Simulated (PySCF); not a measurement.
# Bond length, frequency and bond energy of Pd₂ by level of theory

State: triplet, unpaired electrons σ ↑↑. Set-up: basis Pd def2-TZVPP with ECP28; scalar-relativistic core potentials; PySCF 2.14. De refers to Pd (4d10) + Pd (4d10) in their ground configurations, without counterpoise correction. The functionals are run spin-unrestricted. Levels whose curve was spin-contaminated or gave no clean fit are not listed.

```
  Level  Re (Å)  ωe (cm⁻¹)  De (eV)
    UHF   2.763        140      n/a
    LDA   2.404        234     2.02
    PBE   2.476        207     1.59
   BLYP   2.509        197     1.47
 r²SCAN   2.444        220     1.81
r²SCANh   2.448        219     1.59
   PBE0   2.473        210     1.09
r²SCAN0   2.456        216     1.28
ωB97M-V   2.485        212     0.53
```

(1) What does a quarter of exact exchange do here, going from r²SCAN to r²SCAN0?

(2) What does the gradient correction do here, going from LDA to PBE?

The metal atom is held in its measured ground configuration; semilocal functionals can put another filling of s and d lower by some tenths of an eV, and De to that atom would be smaller. Spin–orbit coupling is left out. With d or f electrons several states lie close, and the lowest PBE0 determinant need not be the measured ground state.

Answers

(1) r²SCAN0 less r²SCAN: +1.2 pm in Re, -1.8 % in ωe, -0.53 eV in De. Exact exchange removes part of the self-interaction that spreads semilocal densities, and in most molecules shortens and stiffens the bond and lowers De; here Re and ωe go the other way.

(2) PBE less LDA: +7.2 pm in Re, -11.5 % in ωe, -0.43 eV in De. The gradient correction favours the more uneven density of free atoms, so it tends to lengthen bonds and takes away much of the overbinding of LDA; so it does here.
